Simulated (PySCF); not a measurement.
## Excited states of Sb³⁺ (antimony, charge +3)

Ground state [Kr] 4d10 5s2, ¹S. All numbers are calculated (PySCF 2.14, a scalar-relativistic core potential, in def2-TZVP with the def2 core potential (28 electrons)). Vertical excitation energies in eV without spin-orbit coupling; excited terms of each kind are numbered among those the solver found. Frozen: 4s2 4p6.

```
 term  leading excitation  EOM-EE-CCSD
1 3P°              5s → p        8.549
1 1P°              5s → p       12.015
 1 3D              5s → d       22.123
 1 3S              5s → s       23.693
 1 1D              5s → d       24.515
 1 1S              5s → s       24.625
2 3P°              5s → p       26.718
2 1P°              5s → p       26.955
1 1F°              5s → f       32.861
1 3F°              5s → f       34.037
 2 3D              5s → d       46.711
```

Doubly excited terms such as np² are absent. The solver can miss terms.
